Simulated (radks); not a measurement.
Values are calculated unless marked as measured or tabulated.
Species: Hf XLI. Configuration: [Ar] 3d10 4s2 4p2 (the NIST ground configuration). Level of theory: Dirac Kohn-Sham, relativistic LDA (MacDonald-Vosko exchange, VWN5 correlation), spin-unpolarised, spherical densities, finite nucleus; open shells fill j = l - 1/2 first; Fermi nuclear charge, rms radius 5.347 fm (a radial shooting solver on a logarithmic mesh with Libxc functionals). Some entries of the table are withheld. Estimate them.

orbital  occ.  eigenvalue (eV)  r(max) (bohr)  <r> (bohr)
1s1/2       2        -66582.04        0.01196         (1)
2s1/2       2        -12907.62        0.06850     0.07997
2p1/2       2        -12428.82        0.05105     0.06624
2p3/2       4        -11248.44        0.05763     0.07390
3s1/2       2        -4272.921         0.1916      0.2057
3p1/2       2        -4062.457         0.1792      0.1952
3p3/2       4        -3799.805         0.1924      0.2086
3d3/2       4        -3447.629         0.1503      0.1820
3d5/2       6        -3389.235         0.1540      0.1862
4s1/2       2              (2)         0.4080      0.4131
4p1/2       2        -1940.887         0.4032      0.4093
4p3/2       0        -1855.257         0.4241      0.4285
4d3/2       0        -1710.876         0.4061         (3)
4d5/2       0        -1692.027         0.4119         (4)
5s1/2       0        -1184.299         0.7213      0.6960

Answer. 
(1) 1s1/2 <r> (bohr): 0.01907
(2) 4s1/2 eigenvalue (eV): -2030.614
(3) 4d3/2 <r> (bohr): 0.4156
(4) 4d5/2 <r> (bohr): 0.4210
